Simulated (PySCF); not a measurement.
C5H13NSi3.
SMILES with atom numbers: `[SiH3:1][N:2]([SiH3:3])[SiH2:4][C:5]#[C:6][CH:7]1[CH2:8][CH2:9]1`

Definitions: NICS(0) = −σiso at the ring centroid; NICS(1) = −σiso and NICS(1)zz = −σzz at ±1 Å along the ring normal z. Level: GIAO PBE0/pcSseg-1 (PySCF, non-relativistic, gas phase) on the GFN2-xTB geometry, one conformer.

Ring bond lengths (Å), with Mayer bond orders in brackets: C7–C8 1.508 (0.92), C8–C9 1.493 (0.98), C9–C7 1.508 (0.92).

Question: What do the NICS probes read (ppm)?

Answer: 
```
    ring                                            type  NICS(0)  NICS(1), two faces  NICS(1)zz, two faces  rms pucker (Å)  centre to ring atoms, mean (Å)
C7–C8–C9  3-membered carbocycle; formal bonds all single    -43.8         -8.0 / -8.9         -22.5 / -24.7            0.00                            0.87
```

Question: What do they say, and how far can they be read as aromaticity?

Answer: 
- C7–C8–C9: mean NICS(1)zz -23.6 ppm, shielded. C7, C8, C9 have four or more neighbours; no verdict on aromaticity is drawn. NICS(0) lies 35 ppm below the mean NICS(1).

Question: How shielded are the nuclei of the rings and their hydrogens (means over atoms taken as equivalent)?

Answer: 
| atoms | environment | σ isotropic (ppm) | principal values of the symmetric part, first atom (ppm) |
| --- | --- | --- | --- |
| C7 | propargylic carbon | 183.4 | 152.9, 167.2, 230.0 |
| C8 (×2) | three-membered-ring carbon | 175.5 | 143.3, 173.4, 208.3 |
| H on C7 | methine hydrogen | 30.30 | 22.6, 27.8, 40.5 |
| H on C8 (×2) | methylene hydrogen | 30.90 | 25.2, 26.4, 41.1 |
| H on C8 (×2) | methylene hydrogen | 30.91 | 25.2, 28.8, 38.8 |

Conformer computed: `[SiH3:1][N:2]([SiH3:3])[SiH2:4][C:5]#[C:6][CH:7]1[CH2:8][CH2:9]1`: Si1–N2–Si4–C5 44°.
